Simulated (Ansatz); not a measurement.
Cost and result up the ladder for GeF2Me2 (C2H6F2Ge) (11 atoms). Total charge 0; singlet. Geometry: r2SCAN-D4/def2-SVP.

```xyz
11

Ge   -0.5481    0.0197   -0.2221
F    -2.0068   -0.6586    0.4445
F    -1.0844    0.7702   -1.6991
C     0.6158   -1.4397   -0.6964
H     0.9457   -1.9768    0.2047
H     1.4984   -1.0646   -1.2346
H     0.0696   -2.1367   -1.3477
C     0.0451    1.4157    0.9647
H     0.9523    1.8960    0.5704
H     0.2608    1.0035    1.9612
H    -0.7484    2.1711    1.0545
```

Ansatz on 4 threads of Intel Xeon on a shared host. Times are rough, and most runs start from the orbitals of an earlier one. ωB97M-V/def2-TZVP serves as the yardstick here, not as an exact answer. Differences are given only for rows in sets of like size (and for xTB, whose basis is part of the method), since another set adds its own error. Binding counts from free atoms at the same level (Ge triplet, F doublet, C triplet, H doublet; other spins of the atoms weren't run), without zero-point energy or a counterpoise term.

The 6-31G sets use Cartesian d functions. B3LYP takes the VWN-RPA correlation. Correlated methods freeze 13 core orbitals; core or outer-core shells of Ge are correlated, in sets that lack core-valence functions.

Correlated methods converge slowly with the basis.

| level | functions | binding energy per atom (eV) | difference from ωB97M-V/def2-TZVP (eV) |
| --- | --- | --- | --- |
| PBE0-D4/def2-SVP | 118 | 3.90 | – |
| PBE-D4/def2-TZVPD | 262 | 3.95 | 0.06 |
| CCSD(T)/def2-TZVP | 208 | 3.80 | -0.10 |
| r2SCAN-D4/def2-TZVP | 208 | 3.91 | 0.02 |
| HF/6-31G | 77 | 2.76 | – |
| r2SCAN0-D4/def2-TZVP | 208 | 3.85 | -0.04 |
| B3LYP-D4/6-31G | 77 | 3.82 | – |
| PBE0-D4/def2-TZVPD | 262 | 3.89 | 0.00 |
| revPBE-D4/def2-TZVP | 208 | 3.85 | -0.04 |
| PBE-D4/def2-TZVP | 208 | 3.95 | 0.06 |
| ωB97M-V/def2-TZVP | 208 | 3.89 | 0.00 |
| PBE0-D4/def2-TZVP (with forces) | 208 | 3.89 | -0.01 |
| PBE-D4/def2-SVP | 118 | 3.97 | – |
| r2SCAN0-D4/def2-TZVPD | 262 | 3.85 | -0.04 |

(1) Estimate how long each takes.

Results:

(1) HF/6-31G 0.76 s; PBE-D4/def2-SVP 1.5 s; B3LYP-D4/6-31G 1.6 s; PBE0-D4/def2-SVP 1.9 s; PBE-D4/def2-TZVP 1.9 s; revPBE-D4/def2-TZVP 2.1 s; PBE-D4/def2-TZVPD 3 s; r2SCAN-D4/def2-TZVP 4.5 s; r2SCAN0-D4/def2-TZVP 4.6 s; PBE0-D4/def2-TZVPD 4.7 s; PBE0-D4/def2-TZVP (with forces) 5 s; r2SCAN0-D4/def2-TZVPD 7 s; ωB97M-V/def2-TZVP 8 s; CCSD(T)/def2-TZVP 2.3 min. On shared hardware such times vary by a factor of up to 3.
